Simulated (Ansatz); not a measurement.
`BNC(C)=O` + H₂S → `BNC(=O)S` + CH₄  (substitution at a C–C bond)

Calculated with Ansatz (gas phase, PBE0-D4/def2-TZVP geometries, no zero-point term in ΔE). CCSD(T)/CBS is the MP2 limit (def2-TZVPP, def2-QZVPP) plus CCSD(T) − MP2 in def2-TZVPP, frozen cores. This one scheme is used for every species. Functionals use def2-TZVPP. B3LYP here is the variant with VWN-RPA as its local correlation; programs differ in this. Each species was taken in one conformer, which may not be the lowest.

`BNC(C)=O`:

Cartesian coordinates in Å:
```
B -0.761 -1.453 1.273
N -0.294 -0.267 0.674
C 0.188 -0.125 -0.636
C 0.622 1.274 -0.982
O 0.247 -1.045 -1.405
H -1.134 -1.380 2.406
H -0.769 -2.463 0.648
H -0.289 0.588 1.210
H 1.437 1.592 -0.326
H -0.204 1.977 -0.847
H 0.958 1.302 -2.016
```

H₂S:

Z-matrix (Å, degrees):
```
S
H 1 1.341
H 1 1.341 2 92.3
```

`BNC(=O)S`:

Z-matrix (Å, degrees):
```
B
N 1 1.411
H 1 1.193 2 116.8
H 1 1.187 2 119.5 3 -180.0
C 2 1.392 1 125.6 3 180.0
H 2 1.010 1 119.8 3 0.1
S 5 1.790 2 111.3 1 -179.6
O 5 1.194 2 125.0 1 0.4
H 7 1.340 5 93.2 2 -179.9
```

CH₄:

Cartesian coordinates in Å:
```
C 0.000 0.000 0.000
H -0.322 0.743 0.729
H -0.025 -0.990 0.455
H 1.016 0.225 -0.324
H -0.669 0.022 -0.860
```

| level | ΔE (kJ/mol) | difference from CCSD(T)/CBS |
| --- | --- | --- |
| PBE-D4 | -21.6 | -15.9 |
| r2SCAN-D4 | -19.3 | -13.6 |
| PBE0-D4 | -12.4 | -6.7 |
| B3LYP-D4 | -14.3 | -8.6 |
| PBE | -20.4 | -14.7 |
| PBE0 | -11.4 | -5.7 |
| B3LYP | -12.1 | -6.4 |
| SCS-MP2/def2-TZVPP | -7.4 | -1.7 |
| MP2/def2-QZVPP | -11.1 | -5.4 |
| MP2/CBS(def2) | -11.8 | -6.1 |
| CCSD(T)/CBS | -5.7 | 0 |

Largest T1 diagnostic among the species: 0.016.

From PBE to PBE0 (25 % exact exchange), in def2-TZVPP and without D4, ΔE moves by +9.0 kJ/mol. In def2-TZVPP, CCSD(T) changes the Hartree–Fock value by −12.3 kJ/mol (the triples alone add −5.0 kJ/mol) and MP2 by −18.4 kJ/mol.
